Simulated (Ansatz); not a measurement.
**Energy profile**

The step: Si₃H₈O₄ ([OH][Si]([OH])([O][SiH3])[O][SiH3]) + SiH₄ → Si₄H₁₀O₄ ([OH][Si]([O][SiH3])([O][SiH3])[O][SiH3]) + H₂; bonds formed: Si1–O4, H2–H3; bonds broken: Si1–H2, H3–O4 (atoms numbered as in the saddle structure below).

Si1  (0.068, -1.378, 1.856)
H2  (1.656, -1.407, 2.495)
H3  (1.888, -0.882, 1.454)
O4  (1.233, -0.676, 0.596)
Si5  (1.063, 0.518, -0.554)
O6  (2.583, 0.924, -0.923)
O7  (0.267, 1.774, 0.065)
Si8  (-1.227, 2.365, 0.428)
O9  (0.258, -0.099, -1.799)
Si10  (-0.791, -1.256, -2.318)
H11  (-0.379, -0.608, 3.048)
H12  (-1.059, -1.059, 0.886)
H13  (-0.046, -2.853, 1.978)
H14  (2.745, 1.764, -1.354)
H15  (-1.571, 2.008, 1.824)
H16  (-1.169, 3.839, 0.281)
H17  (-2.236, 1.804, -0.504)
H18  (-0.672, -1.323, -3.795)
H19  (-2.177, -0.886, -1.943)
H20  (-0.435, -2.567, -1.720)
(Å)

Electronic energies by CCSD(T) at an estimated basis limit (MP2 extrapolated from triple and quadruple zeta, plus CCSD(T) − MP2 in triple zeta), on PBE0-D4/def2-TZVP structures; Si₄H₁₂O₄, closed shell; no counterpoise correction. Computed with Ansatz 0.2.0 (basis: def2-TZVPP and def2-QZVPP); correlated methods freeze the cores. Extrapolation: Hartree–Fock as exp(−7.88 √X), correlation as X^−2.97.

Task: Give the profile in kcal/mol, counted from the separated reactants. (An estimate is asked for; the value comes from the calculation.)

Result: The calculation gives:
```csv
point,kcal/mol
"separated: SiH₄ (Si1, H2, H11, H12, H13; singlet) + Si₃H₈O₄ (linked as [OH][Si]([OH])([O][SiH3])[O][SiH3]; H3, O4, Si5, O6, O7, Si8, O9, Si10, H14, H15, H16, H17, H18, H19, H20; singlet)",0.00
start structure,-2.97
saddle,37.69
end structure,-20.73
"separated: Si₄H₁₀O₄ (linked as [OH][Si]([O][SiH3])([O][SiH3])[O][SiH3]; Si1, O4, Si5, O6, O7, Si8, O9, Si10, H11, H12, H13, H14, H15, H16, H17, H18, H19, H20; singlet) + H₂ (H2, H3; singlet)",-20.06
```

The T1 diagnostic stays at or below 0.013.

For scale, one of the runs: CCSD(T)/def2-TZVPP, 460 basis functions, launched by `ansatz run in.yaml --threads 4 --pin off --events-out ev --progress --plain --max-ram 46080MiB --backend cuda --devices 0, --max-vram 37GiB`. Time: 23 s of wall clock on 4 CPU threads of an AMD EPYC 7R13 and a share of one NVIDIA H100; the host was shared. Peak host memory: 1.2 GiB.
